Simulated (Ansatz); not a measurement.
**One elementary step**

Start structure (AlH3Cl2O2, singlet), relaxed at PBE0-D4/def2-TZVP:

```tsv
atom	x (Å)	y (Å)	z (Å)
Al1	-0.7147	-0.8014	0.2090
H2	-2.0548	-0.4963	0.9554
Cl3	-0.7179	-1.7986	-1.6598
Cl4	1.0207	-1.1613	1.4186
H5	0.4297	0.7398	-1.3971
O6	-0.0436	0.8901	-0.5624
O7	0.8406	1.6633	0.2352
H8	1.2399	0.9643	0.8011
```

The step: AlH₃Cl₂O₂ ([OH][OH][AlH]([Cl])[Cl]) → AlHCl₂O₂ ([Cl][Al]1([Cl])[O][OH]1) + H₂; bonds formed: Al1–O7, H2–H5; dative contacts that become bonds: Al1–O6; bonds broken: Al1–H2, H5–O6. Computed with Ansatz 0.2.0 (basis: def2-TZVPP and def2-QZVPP); correlated methods freeze the cores. Extrapolation: Hartree–Fock as exp(−7.88 √X), correlation as X^−2.97. Energies below are by CCSD(T) at an estimated basis limit (MP2 extrapolated from triple and quadruple zeta, plus CCSD(T) − MP2 in triple zeta).

What are the electronic barrier and the energy of the step, from the start structure to the end structure? (An estimate is asked for; the value comes from the calculation.)

Computed: Barrier 1.075 eV; step energy -0.284 eV (downhill); reverse barrier, their difference, 1.359 eV. Barrier and step energy count from the start structure, the reverse barrier from the end structure.

The saddle point: One imaginary mode of 1155i cm⁻¹.
| pair | start (Å) | saddle (Å) | end (Å) |
| --- | --- | --- | --- |
| Al1–O6 | 1.98 | 1.86 | 1.76 |
| Al1–O7 | 2.91 | 2.84 | 1.90 |
| H2–H5 | 3.64 | 1.06 | 0.75 |
| Al1–H2 | 1.56 | 1.74 | 3.24 |
| H5–O6 | 0.97 | 1.23 | 4.37 |

Zero-point energy (harmonic, PBE0-D4): ZPE is 1.097 eV at the start and 0.959 eV at the saddle, so the barrier goes from 1.075 to 0.937 eV.

First-order rate constant out of the start structure at 298 K by transition-state theory, with harmonic vibrational free energies alone and no tunnelling: ΔA‡ = 0.922 eV, so k = (kB T/h) exp(−ΔA‡/kB T) ≈ 10^-3 s⁻¹ (an order of magnitude at best: rotation, the number of equivalent paths and anharmonicity are left out).

The T1 diagnostic stays at or below 0.013.

Labels in which every atom is bracketed show which atoms are joined, not bond orders.

For scale, one of the runs: CCSD(T)/def2-TZVPP, 230 basis functions, launched by `ansatz run in.yaml --threads 4 --pin off --events-out ev --progress --plain --max-ram 9574MiB`. The run took 2.2 min on 4 CPU threads of an Intel Xeon (shared host), with 3.7 GiB of host memory at its peak.
